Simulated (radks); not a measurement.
Results of a calculation; reference values are marked as such.
Q: The lanthanum ion La48+, configuration [He] 2s2 2p5. Level of theory: scalar-relativistic Kohn-Sham, BLYP, spin-polarised, spherical densities, finite nucleus; open shells are filled with parallel spins first (spin-orbit coupling, left out, can overturn this in heavy ions); Fermi nuclear charge, rms radius 4.855 fm (a radial shooting solver on a logarithmic mesh with Libxc functionals). Some entries of the table are withheld. Estimate them.

| orbital | occ. | eigenvalue (eV) | <r> (bohr) |
|---|---|---|---|
| 1s up | 1 | -42445.56 | 0.02504 |
| 1s down | 1 | -42434.41 | 0.02503 |
| 2s up | 1 | -9537.208 | (1) |
| 2s down | 1 | -9519.811 | (2) |
| 2p up | 3 | -8957.255 | 0.09134 |
| 2p down | 2 | -8936.483 | 0.09143 |
| 3s up | 0 | -3997.900 | (3) |
| 3s down | 0 | -3992.263 | (4) |
| 3p up | 0 | -3819.784 | 0.2423 |
| 3p down | 0 | -3813.547 | 0.2427 |

A: 
(1) 2s up <r> (bohr): 0.1047
(2) 2s down <r> (bohr): 0.1048
(3) 3s up <r> (bohr): 0.2513
(4) 3s down <r> (bohr): 0.2516
